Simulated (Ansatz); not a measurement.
C₃H₃ (SMILES C#C[CH2]), doublet (typed; the unrestricted solution is spin-contaminated), geometry from GFN2-xTB, atoms displaced at random by about 0.05 Å a coordinate; HF/pcseg-1 (Ansatz, an electronic-structure program).

Input for Ansatz:
Ansatz 0.2 input:
```yaml
crystal:
  periodic: [false, false, false]
  atoms:
    - {symbol: C, position_ang: [1.29664791, -0.24709222, 0.17030392]}
    - {symbol: C, position_ang: [0.03510951, 0.01386906, -0.04238237]}
    - {symbol: C, position_ang: [-1.25182566, 0.13667189, -0.14579823]}
    - {symbol: H, position_ang: [2.29656055, -0.30255242, 0.25698664]}
    - {symbol: H, position_ang: [-1.59383135, 1.01544332, -0.74152859]}
    - {symbol: H, position_ang: [-1.90796583, -0.57940891, 0.29498134]}
basis:
  gaussian:
    orbitals: pcseg-1.json
hamiltonian:
  xc: hf
magnetization: {spin_polarized: true, initial_magnetization: 1}
relax: {escape_saddle: false}
```
The basis file holds pcseg-1 in the JSON format of the Basis Set Exchange.

Write the output that Ansatz gives for this input, abridged.


```
Functional definition: HF
659 factors; integrals over basis functions are off by at most 3.1e-4 eV
mean field evaluation 1: about -3132.5937 eV, gradient 1.5e1 eV
mean field evaluation 2: about -3132.5966 eV, gradient 1.5e1 eV
mean field evaluation 4: about -3134.4778 eV, gradient 3.1e0 eV
mean field evaluation 8: about -3134.7019 eV, gradient 6.8e-1 eV
mean field -3134.78150660 eV, -115.2010955365 hartree, gradient 8.6e-5 eV, S^2 1.128024; 0 other end points of the search recorded, 0 dependent functions left out
the calculation of the forces begins
reference -3134.78150660 eV, -115.2010955365 hartree; 11, 10 occupied and 46, 47 virtual orbitals, 659 factors
relax step   1: F+E_penalty+E_count = -3134.78150660 eV  Δ(F+E_penalty+E_count) = +0.000e0 eV  max|allowed force component| = 7.914e0 eV/Å  Δτ_max = 0.0000 Å  (43 SCF iters, accepted)
these checks for a lower state are left out or cut short: starts, cluster_reference, orbital_swaps, neighbouring_geometries, increment
659 factors; integrals over basis functions are off by at most 2.7e-4 eV
mean field evaluation 16: about -3134.9015 eV, gradient 5.4e0 eV
mean field -3135.16758412 eV, -115.2152836236 hartree, gradient 2.2e-5 eV, S^2 1.018073; 0 other end points of the search recorded, 0 dependent functions left out
the calculation of the forces begins
reference -3135.16758412 eV, -115.2152836236 hartree; 11, 10 occupied and 46, 47 virtual orbitals, 659 factors
relax step   2: F+E_penalty+E_count = -3135.16758412 eV  Δ(F+E_penalty+E_count) = -3.861e-1 eV  max|allowed force component| = 3.478e0 eV/Å  Δτ_max = 0.1000 Å  (43 SCF iters, accepted)
these checks for a lower state are left out or cut short: starts, cluster_reference, orbital_swaps, neighbouring_geometries, increment
659 factors; integrals over basis functions are off by at most 2.1e-4 eV
mean field -3135.29353912 eV, -115.2199123845 hartree, gradient 2.5e-5 eV, S^2 0.903045; 0 other end points of the search recorded, 0 dependent functions left out
the calculation of the forces begins
reference -3135.29353912 eV, -115.2199123845 hartree; 11, 10 occupied and 46, 47 virtual orbitals, 659 factors
relax step   3: F+E_penalty+E_count = -3135.29353912 eV  Δ(F+E_penalty+E_count) = -1.260e-1 eV  max|allowed force component| = 1.592e0 eV/Å  Δτ_max = 0.0899 Å  (44 SCF iters, accepted)
these checks for a lower state are left out or cut short: starts, cluster_reference, orbital_swaps, neighbouring_geometries, increment
659 factors; integrals over basis functions are off by at most 2.1e-4 eV
mean field evaluation 32: about -3135.2973 eV, gradient 1.2e0 eV
mean field -3135.31415780 eV, -115.2206701070 hartree, gradient 2.5e-5 eV, S^2 0.940856; 0 other end points of the search recorded, 0 dependent functions left out
the calculation of the forces begins
reference -3135.31415780 eV, -115.2206701070 hartree; 11, 10 occupied and 46, 47 virtual orbitals, 659 factors
relax step   4: F+E_penalty+E_count = -3135.31415780 eV  Δ(F+E_penalty+E_count) = -2.062e-2 eV  max|allowed force component| = 3.008e-1 eV/Å  Δτ_max = 0.0282 Å  (36 SCF iters, accepted)
these checks for a lower state are left out or cut short: starts, cluster_reference, orbital_swaps, neighbouring_geometries, increment
659 factors; integrals over basis functions are off by at most 2.1e-4 eV
mean field -3135.31489979 eV, -115.2206973746 hartree, gradient 2.2e-5 eV, S^2 0.932188; 0 other end points of the search recorded, 0 dependent functions left out
the calculation of the forces begins
reference -3135.31489979 eV, -115.2206973746 hartree; 11, 10 occupied and 46, 47 virtual orbitals, 659 factors
relax step   5: F+E_penalty+E_count = -3135.31489979 eV  Δ(F+E_penalty+E_count) = -7.420e-4 eV  max|allowed force component| = 1.087e-1 eV/Å  Δτ_max = 0.0061 Å  (35 SCF iters, accepted)
these checks for a lower state are left out or cut short: starts, cluster_reference, orbital_swaps, neighbouring_geometries, increment
659 factors; integrals over basis functions are off by at most 2.1e-4 eV
mean field -3135.31508893 eV, -115.2207043254 hartree, gradient 1.7e-5 eV, S^2 0.933213; 0 other end points of the search recorded, 0 dependent functions left out
the calculation of the forces begins
reference -3135.31508893 eV, -115.2207043254 hartree; 11, 10 occupied and 46, 47 virtual orbitals, 659 factors
relax step   6: F+E_penalty+E_count = -3135.31508893 eV  Δ(F+E_penalty+E_count) = -1.891e-4 eV  max|allowed force component| = 1.634e-3 eV/Å  Δτ_max = 0.0019 Å  (36 SCF iters, accepted)
659 factors; integrals over basis functions are off by at most 2.1e-4 eV
mean field -3135.31508893 eV, -115.2207043254 hartree, gradient 1.7e-5 eV, S^2 0.933213; 1 other end points of the search recorded, 0 dependent functions left out
the calculation of the forces begins
reference -3135.31508893 eV, -115.2207043254 hartree; 11, 10 occupied and 46, 47 virtual orbitals, 659 factors
Total energy: -3135.31508893 eV, -115.2207043254 hartree
Atom 0 at     1.294807    -0.191127     0.141451 Å, force    -0.000653     0.000373    -0.000113 eV/Å
Atom 1 at     0.098465    -0.031868    -0.000591 Å, force    -0.001343    -0.000107    -0.000186 eV/Å
Atom 2 at    -1.260704     0.148962    -0.161991 Å, force    -0.001059     0.000359    -0.000289 eV/Å
Atom 3 at     2.338443    -0.329951     0.265361 Å, force     0.000973    -0.000222     0.000163 eV/Å
Atom 4 at    -1.637103     0.986193    -0.724190 Å, force     0.000791    -0.001634     0.001146 eV/Å
Atom 5 at    -1.959213    -0.545278     0.272523 Å, force     0.001290     0.001230    -0.000721 eV/Å
Dipole moment:    -0.034788     0.004630    -0.004143 e Å
```
